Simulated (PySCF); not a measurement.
These 4 structures share the formula C8H16Si. Method: PBE0-D3(BJ)/def2-SVP geometry optimisation, gas phase in PySCF. One conformer each; no zero-point energy, no entropy. No frequencies were run at this level. Point groups hold within 0.08 Å.

Task: Rank from lowest to highest electronic energy at this level (kcal/mol).
A. `[CH2:1]1[CH2:2][CH2:3][Si:4]2([CH2:5]1)[CH2:6][CH2:7][CH2:8][CH2:9]2` with C5–C1–C2–C3 50°, C1–C2–C3–Si4 -37°, C2–C3–Si4–C5 13°, C3–Si4–C5–C1 13°
B. `[SiH3:1]/[C:2]1=[CH:3]\[CH2:4][CH2:5][CH2:6][CH2:7][CH2:8][CH2:9]1` with C2–C3–C4–C5 -90°, C3–C4–C5–C6 47°, C4–C5–C6–C7 -79°, C5–C6–C7–C8 111°
C. `[CH3:1][CH2:2][C@@H:3]1[CH2:4][C@@H:5]([CH:6]2[CH2:7][CH2:8]2)[SiH2:9]1` with C1–C2–C3–C4 -64°, C4–C5–C6–C7 154°, C2–C3–C4–C5 -149°, C3–C4–C5–C6 -97°, C5–C6–C7–C8 -113°, C4–C5–Si9–C3 -18°
D. Si(eta1-allyl)2Me2, `C=CC[Si](C)(C)CC=C`

Result: A (0.0), D (33.4), B (47.3), C (52.4).

As drawn, the highest has a three-membered ring and a four-membered ring, which the lowest lacks.

```csv
SMILES,E (Eh),E rel (kcal/mol),dipole (D),point group,"A, B, C (MHz)"
C1CC[Si]2(C1)CCCC2,-603.21559,0.0,0.00,S4,"2838, 865.3, 864.9"
C=CC[Si](C)(C)CC=C,-603.16235,33.4,0.72,C1,"1790, 831.2, 717.3"
[SiH3]/C1=C\CCCCCC1,-603.14018,47.3,1.42,C1,"1613, 1285, 942.7"
CC[C@@H]1C[C@@H](C2CC2)[SiH2]1,-603.13202,52.4,0.55,C1,"2676, 769.9, 706.2"
```
